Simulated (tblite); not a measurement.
C8H12.
SMILES with atom numbers: `[CH2:1]=[CH:2][C:3](=[C:4]=[CH:5][CH3:6])[CH2:7][CH3:8]` (hydrogens: H9, H10 on C1; H11 on C2; H12 on C5; H13, H14, H15 on C6; H16, H17 on C7; H18, H19, H20 on C8)

Computed with GFN2-xTB (tblite), gas phase: nudged elastic band of 9 images (0 to 8), spring 0.2 eV/Å², climbing image at the end, force threshold 0.05 eV/Å. The top image wasn't refined or checked by frequencies; at this threshold it can lie a kcal/mol or more above the true saddle point of the method.

The band describes a rotation about C3–C7 (outer carbon of cumulated double bonds, chain CH2 carbon), followed by the dihedral C2–C3–C7–C8, from the optimised start (79°) to a second optimised geometry at 180°.

Question: How does the energy change from image to image?

Answer: 
```json
{"image": "0", "dihedral (°)": "79", "E (kJ/mol)": "0.00", "C3–C7 (Å)": "1.511", "C2···C8 (Å)": "3.28", "largest true force (eV/Å)": "0.01"}
{"image": "1", "dihedral (°)": "93", "E (kJ/mol)": "1.65", "C3–C7 (Å)": "1.511", "C2···C8 (Å)": "3.40", "largest true force (eV/Å)": "0.04"}
{"image": "2", "dihedral (°)": "105", "E (kJ/mol)": "3.85", "C3–C7 (Å)": "1.512", "C2···C8 (Å)": "3.52", "largest true force (eV/Å)": "0.05"}
{"image": "3", "dihedral (°)": "118", "E (kJ/mol)": "5.18", "C3–C7 (Å)": "1.513", "C2···C8 (Å)": "3.63", "largest true force (eV/Å)": "0.04"}
{"image": "4", "dihedral (°)": "131", "E (kJ/mol)": "5.05", "C3–C7 (Å)": "1.513", "C2···C8 (Å)": "3.72", "largest true force (eV/Å)": "0.04"}
{"image": "5", "dihedral (°)": "144", "E (kJ/mol)": "3.62", "C3–C7 (Å)": "1.512", "C2···C8 (Å)": "3.79", "largest true force (eV/Å)": "0.04"}
{"image": "6", "dihedral (°)": "157", "E (kJ/mol)": "1.58", "C3–C7 (Å)": "1.511", "C2···C8 (Å)": "3.84", "largest true force (eV/Å)": "0.04"}
{"image": "7", "dihedral (°)": "169", "E (kJ/mol)": "-0.08", "C3–C7 (Å)": "1.510", "C2···C8 (Å)": "3.87", "largest true force (eV/Å)": "0.04"}
{"image": "8", "dihedral (°)": "180", "E (kJ/mol)": "-1.29", "C3–C7 (Å)": "1.510", "C2···C8 (Å)": "3.88", "largest true force (eV/Å)": "0.01"}
```

Barriers of this band. The top is image 3 at 118°: 5.18 kJ/mol forward and 6.47 kJ/mol back; the end lies 1.29 kJ/mol below the start. The central bond is 0.002 Å longer at the top than at the start.

Question: What rate follows at 298 K for crossing this barrier forward?

Answer: Taking the electronic barrier for the free energy of activation (no zero-point or entropy terms, transmission 1), rate = (kT/h)·exp(−ΔE/kT) ≈ 8 × 10^11 s⁻¹, whose inverse is 1 × 10^-12 s. An error of 1 kcal/mol in the barrier changes this by a factor of 5, and the method and the loose band can each miss by that much or more. The barrier is only 2.1 kT, where transition-state theory is rough.

Question: How would the two end points share their population at 298 K, from these energies alone?

Answer: exp(−ΔE/kT) with ΔE = 0.013 eV gives 0.6 for the higher one (start) against 1 for the lower, without vibrational, rotational or degeneracy terms. GFN2-xTB can put conformers this close in the wrong order.

The cost below is that of the whole band run. The run took 7.7 s of wall time on one thread, Intel Xeon at 2.50 GHz (x86_64), shared host with 64 logical CPUs at a one-minute load of 57, and the process peaked at 0.18 GiB of memory.
